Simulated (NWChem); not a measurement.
CaH2S2; SMILES [SH][Ca][SH]

```xyz
5

Ca     0.0000     0.0000     0.3074
S      2.5485    -0.0280    -0.1230
H      2.5140     0.9017    -1.1057
S     -2.5485     0.0280    -0.1230
H     -2.5140    -0.9017    -1.1057
```
Atoms are numbered in this order, from 1.

All runs use the structure optimised with PBE0/def2-SVP. B3LYP is NWChem's, with the RPA form of VWN correlation.

Symmetry labels are those of C2 in the frame above (b1 and b2, or b-type labels, depend on it).

### Question
List the 4 lowest vertical singlet excitations and the 4 lowest triplet ones from B3LYP/6-31+G* (spherical d), TDA (NWChem).

### Answer
| state | energy (eV) | oscillator strength | symmetry | leading excitation (squared amplitude) |
|---|---|---|---|---|
| S1 | 3.21 | 0.037 | b | HOMO → LUMO (0.99) |
| S2 | 3.21 | 0.034 | a | HOMO−1 → LUMO (1.00) |
| S3 | 3.71 | 0.168 | b | HOMO−2 → LUMO (0.95) |
| S4 | 4.28 | 0.009 | a | HOMO−3 → LUMO (0.94) |
| T1 | 3.06 | spin-forbidden | b | HOMO → LUMO (0.98) |
| T2 | 3.07 | spin-forbidden | a | HOMO−1 → LUMO (0.99) |
| T3 | 3.25 | spin-forbidden | b | HOMO−2 → LUMO (0.98) |
| T4 | 3.89 | spin-forbidden | a | HOMO−3 → LUMO (0.98) |
